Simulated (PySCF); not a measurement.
## Multinuclear NMR of C5H11NSi

Geometry:
```json
{"atom": "C1", "x (Å)": "3.796", "y (Å)": "-0.278", "z (Å)": "-0.507"}
{"atom": "C2", "x (Å)": "2.455", "y (Å)": "0.074", "z (Å)": "-0.093"}
{"atom": "C3", "x (Å)": "1.334", "y (Å)": "0.364", "z (Å)": "0.241"}
{"atom": "Si4", "x (Å)": "-0.366", "y (Å)": "0.822", "z (Å)": "0.792"}
{"atom": "N5", "x (Å)": "-1.430", "y (Å)": "0.194", "z (Å)": "-0.410"}
{"atom": "C6", "x (Å)": "-1.242", "y (Å)": "-1.120", "z (Å)": "-0.967"}
{"atom": "C7", "x (Å)": "-2.797", "y (Å)": "0.634", "z (Å)": "-0.494"}
{"atom": "H8", "x (Å)": "4.526", "y (Å)": "0.301", "z (Å)": "0.059"}
{"atom": "H9", "x (Å)": "3.976", "y (Å)": "-1.339", "z (Å)": "-0.332"}
{"atom": "H10", "x (Å)": "3.926", "y (Å)": "-0.067", "z (Å)": "-1.569"}
{"atom": "H11", "x (Å)": "-0.578", "y (Å)": "2.273", "z (Å)": "0.780"}
{"atom": "H12", "x (Å)": "-0.551", "y (Å)": "0.287", "z (Å)": "2.158"}
{"atom": "H13", "x (Å)": "-1.595", "y (Å)": "-1.139", "z (Å)": "-2.003"}
{"atom": "H14", "x (Å)": "-1.794", "y (Å)": "-1.887", "z (Å)": "-0.408"}
{"atom": "H15", "x (Å)": "-0.184", "y (Å)": "-1.372", "z (Å)": "-0.953"}
{"atom": "H16", "x (Å)": "-2.881", "y (Å)": "1.652", "z (Å)": "-0.122"}
{"atom": "H17", "x (Å)": "-3.129", "y (Å)": "0.613", "z (Å)": "-1.537"}
{"atom": "H18", "x (Å)": "-3.473", "y (Å)": "-0.006", "z (Å)": "0.089"}
```

Theory: geometry from GFN2-xTB, NMR shieldings at PBE0/pcSseg-1/GIAO, in PySCF 2.14 (non-relativistic Hamiltonian, rapidly exchanging positions averaged, no solvent model, one conformer).

(1) What are the $^{29}$Si shifts?

(2) Where does $^{15}$N resonate?

Results:

(1) 
```json
{"atoms": "Si4", "environment": "silicon bonded to C, N, 2 H", "σ (ppm)": "402.6", "δ (ppm)": "-51.0"}
```

Shieldings were converted by a linear fit to measured shifts: $^{29}$Si (scatter 8.9 ppm rms, 25.8 ppm with the 6 outliers that the fit left out vs TMS, solution or neat liquid). Occasional misses reach two or three times the rms, and more in compound classes unlike the fitted ones.

On a 500 MHz spectrometer $^{29}$Si resonates near 99.3 MHz, so 1 ppm is 99.3 Hz.

(2) 
```
atoms                 environment  σ (ppm)  δ (ppm)
   N5  nitrogen bonded to 2 C, Si    252.4   -380.6
```

Shieldings were converted by a linear fit to measured shifts: $^{15}$N: δ = -148.07 − 0.921σ (rms 6.3 ppm, 71 shifts vs CH3NO2, solution or neat liquid). Occasional misses reach two or three times the rms, and more in compound classes unlike the fitted ones.

On a 300 MHz spectrometer $^{15}$N resonates near 30.4 MHz, so 1 ppm is 30.4 Hz.
